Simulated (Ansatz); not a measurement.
Molecule: sum formula SiHCl, net charge 0, triplet state. This is an excited triplet: at this geometry the singlet lies 1.19 eV lower at CCSD(T)/CBS(aug-cc-pV(T+d)Z,aug-cc-pV(Q+d)Z). 
Geometry from a B3LYP-D3(BJ)/def2-TZVP (Ansatz, a first-principles code) optimisation:
```
Si
H 1 1.4917
Cl 1 2.0637 2 115.14
```
Charge 0, spin multiplicity 3.

Q: Give the harmonic wavenumbers at B3LYP-D3(BJ)/def2-TZVP (Ansatz, finite differences of forces, unscaled).

A: 529, 633, 2116 cm⁻¹. Zero-point energy 4.7 kcal/mol.

Q: From these and the geometry, give the ideal-gas thermochemistry at 298.15 K and 1 atm (rigid rotor, harmonic oscillator).

A: Point group Cs, rotational symmetry number 1. Rotational constants 292.9, 7.222, 7.048 GHz. S(trans) 38.41, S(rot) 20.61, S(vib) 0.99, S(elec, spin only) 2.18, S 62.2 cal/(mol K). H(298) - H(0) 2.59 kcal/mol; G - E(el) -11.3 kcal/mol.
